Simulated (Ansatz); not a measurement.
Frontier orbitals of CH₇BOSi, SMILES `BC(O)[SiH3]`.

Total charge 0; spin multiplicity 1. The geometry is a stationary point of PBE0-D4/def2-TZVP. It is one conformer, not always the lowest. Basis def2-TZVPP, Ansatz 0.2.0.

Orbital energies of one run (eV). Highest occupied ones, from the top: -10.32, -11.66, -12.43, -12.96, -13.01, -14.08, -14.79, -17.31, -17.55, -18.90, -23.05, -31.76, -100.49, -100.49. Empty: 1.03, 2.33, 3.08, 3.36, 3.71, 3.83.

Task: Which functional gave them?
A. LC-ωPBE
B. HSE06 (plane-wave form)
C. r2SCANh
D. B97M-V

Result: A. HOMO energies: LC-ωPBE -10.32, B97M-V -6.74, r2SCANh -7.08, HSE06 -7.27 eV.

LC-ωPBE has ω = 0.4 bohr⁻¹.
